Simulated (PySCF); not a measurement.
# Electron correlation in I(2+) (iodine, charge +2)

[Kr] 4d10 5s2 5p2 5d1, one real determinant (an excited configuration). All numbers are calculated (PySCF 2.14, scalar relativity through the core potential, in aug-cc-pVTZ-PP with one added diffuse shell each of d, f type with ECP28MDF (6s5p5d3f, 67 functions)). Frozen: 4s2 4p6 4d10; 5 electrons correlated.

```
  level  correlation energy (mhartree)
   CCSD                         -88.47
    (T)                         -13.27
CCSD(T)                        -101.74
```

Diagnostics: T1 = 0.073, D1 = 0.2297, largest double amplitude 0.399.

The real determinant used has ⟨L²⟩ near 8 against 12 for a pure F term, so it mixes terms. The outer electron is Rydberg-like, and this basis confines it to a smaller radius and binds it less than a complete one would. T1 exceeds 0.03, a sign that the reference determinant is poor. A double-excitation amplitude exceeds 0.15, a sign of near-degeneracy.

Cost of the coupled-cluster step: of the order of 10 core-seconds, for 5 correlated electrons.

The reference is one real determinant that mixes LS terms of this configuration.
